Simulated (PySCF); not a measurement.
## Adding and removing an electron: AsF

PBE0; PySCF, no relativity, basis sets As aug-pcseg-1, F aug-pcseg-1. Neutral (UKS): triplet (π ↑↑), Re = 1.785 Å, ωe = 668 cm⁻¹, De = 4.08 eV, HOMO -7.05 eV, LUMO -3.02 eV.

AsF⁺ (UKS): doublet (π ↑), Re = 1.702 Å, ωe = 798 cm⁻¹, De = 4.41 eV to As⁺ + F. The energies at the minima are -2335.05168 hartree for AsF and -2334.69495 for AsF⁺.

(1) Work out the adiabatic ionisation energy, without and with harmonic zero-point energies (1 hartree = 27.2114 eV, 1 eV = 8065.5 cm⁻¹), and the change of the bond length.

Spin–orbit coupling is left out. For an ion De counts to the pair picked by the measured ionisation energies or electron affinities, which need not be the lowest pair at this level. States were picked by a PBE0 search and need not be the measured ground states.

Answers

(1) At PBE0: 0.35673 hartree = 9.707 eV between the minima; the zero-point term (798.0 − 668.0)/2 cm⁻¹ = +0.008 eV makes it 9.715 eV. Re changes by -8.3 pm against the neutral. The electron leaves a π orbital, and the shorter bond of the ion fits an antibonding orbital, or a change in how ionic the bond is.
